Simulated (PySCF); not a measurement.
# Electron correlation in Ba (barium, neutral)

[Xe] 6s1 6p1, high-spin 3P determinant (an excited configuration). All numbers are calculated (PySCF 2.14, a scalar-relativistic core potential, in def2-QZVPPD with the def2 core potential (46 electrons)). Frozen: 5s2 5p6; 2 electrons correlated.

With two correlated electrons CCSD is exact within the correlated space (frozen core and kept virtual orbitals).

```json
{"level": "CCSD", "correlation energy (mhartree)": "-3.48"}
```

Diagnostics: T1 = 0.020, D1 = 0.0389, largest double amplitude 0.106.

Spin-orbit coupling, absent here, splits the open shell strongly.

Cost of the coupled-cluster step: roughly 1.8 core-seconds, for 2 correlated electrons.
